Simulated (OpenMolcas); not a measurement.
Cr2+ (d4) in a complex was computed by SS-CASPT2, IPEA 0.25 Eh, imaginary shift 0.1 Eh with the d shell active (OpenMolcas, ANO-RCC-VTZP on the metal). Its lowest spin-free states, and all those of the highest spin:

```tsv
2S+1	Degeneracy	E (cm-1)
5	2	0
5	2	2330
5	1	2720
3	2	15000
3	2	15130
3	1	15140
3	2	15530
3	1	15580
3	1	15650
3	2	15690
3	1	16270
3	2	16340
```

Question: Is the site octahedral, tetrahedral or cube-like, axial, or of lower symmetry?

Answer: The states with 2S+1 = 5 have orbital degeneracies 2, 2, 1. There are pairs but no triples, so the site is axial: not cubic, but with a proper or improper axis of order three or more. The run had Cr2+ with 6 ligands (sulfide) in trigonal antiprismatic coordination (D3d) at 2.58 Å, a polar angle of 53.1° against the regular 54.74°. A charge of +1.67 e stands 2.6 Å behind each ligand. Ligand basis ANO-RCC-VDZP.

Roots that are degenerate in the reference are averaged as groups; the widest CASPT2 spread within a group is 550 cm-1 (the 2-fold group of multiplicity 1 near 60100 cm-1 above the lowest state of its run). Shifts and gaps below about the spread of the groups concerned are not significant. Over all roots computed the reference weight is 0.61 to 0.63; a low but even weight reflects the number of correlated electrons. An orbital doublet at a regular site is open to a Jahn-Teller distortion, which this geometry leaves out. The sulfide ions are held by bare point charges, a crude embedding. Ligand-to-metal charge-transfer states are missing. With no ligand orbital active B as a rule stays too high, so bands that hang on it stand too high and its fall with covalency is understated. With one d shell and no ligand orbital active, 10Dq can be off by tens of per cent for divalent 3d ions, low with halides held by bare charges and at times high in hosts. Free-ion shares, where given, are those of the reference states; single-state CASPT2 does not remix them. A group larger than the point group allows holds several states that coincide in this model. No measured value stands beside these numbers; the geometry is a model, was not optimised and need not be the one that this ion takes.
